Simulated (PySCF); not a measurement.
trans-PdH2(PF3)2 (singlet state).
Bonds: Pd1–P3, Pd1–P8, P3–F4, P3–F5, P3–F6, P8–F9, P8–F10, P8–F11. Hydrogens: H2, H7 on Pd1.

Method: PBE0-D3(BJ)/def2-SVP geometry optimisation, gas phase, def2 core potentials past Kr in PySCF.

Question: List the bond lengths and angles at this level.

Answer: 
```csv
bond,length (Å)
"Pd1–H2, Pd1–H7",1.623
"Pd1–P3, Pd1–P8",2.197
P3–F4 and 5 like bonds,1.576
```

Bonds in one row agree within 0.01 Å and their mean is given. A selection of angles:
```csv
angle,degrees
H2–Pd1–P3,84.0
H2–Pd1–H7,179.9
H2–Pd1–P8,96.1
P3–Pd1–P8,179.8
Pd1–P3–F4,117.0
Pd1–P3–F5,122.3
F4–P3–F5,98.2
F4–P3–F6,99.6
```

All 6 F–P bonds measure 1.575 to 1.578 Å. Pd1 (palladium bonded to 2 P and 2 H) is square planar (angles from 83.8° to 179.9°). P3 (phosphorus bonded to 3 F and Pd) is distorted tetrahedral (angles from 98.1° to 122.3°).

Point group: C2h (tolerance 0.08 Å). PBE0-D3(BJ)/def2-SVP frequencies: not computed here.
